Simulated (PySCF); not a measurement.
## CSe2: map over both bonds

Method: r2SCAN/[C def2-TZVP, Se def2-TZVP], no relativity, density fitting, PySCF.

Rigid scan from the singlet minimum (C–Se 1.693 Å (×2); Se–C–Se 180.0°). Coordinate: rows scale the first bond (C–Se), columns the second (C–Se). Energies in kJ/mol from the minimum.

Rows run from the largest first scale (top) to the smallest, columns from the smallest second scale to the largest. Lower edges of the bins (kJ/mol): '_' 0.0, '.' 1.0, ':' 2.7, '-' 5.3, '=' 9.4, '+' 15.9, '*' 26.2, '#' 42.5, '%' 68.4, '@' 109.4; top 174, each point printed twice.
```
%%%%%%%%@@@@
##****##%%@@
**==--++##%%
++--__--**%%
**==--==**%%
##**++**##%%
```

Give the energies on the grid of the scan.


```json
{"scale \\ scale": "0.94", "0.94": "52", "0.97": "31", "1.00": "24", "1.04": "30", "1.09": "55", "1.15": "100"}
{"scale \\ scale": "0.97", "0.94": "31", "0.97": "12", "1.00": "5", "1.04": "13", "1.09": "38", "1.15": "85"}
{"scale \\ scale": "1.00", "0.94": "24", "0.97": "5", "1.00": "0", "1.04": "8", "1.09": "35", "1.15": "82"}
{"scale \\ scale": "1.04", "0.94": "30", "0.97": "13", "1.00": "8", "1.04": "17", "1.09": "45", "1.15": "93"}
{"scale \\ scale": "1.09", "0.94": "55", "0.97": "38", "1.00": "35", "1.04": "45", "1.09": "74", "1.15": "124"}
{"scale \\ scale": "1.15", "0.94": "100", "0.97": "85", "1.00": "82", "1.04": "93", "1.09": "124", "1.15": "174"}
```

Other isomers or separated fragments may lie lower.
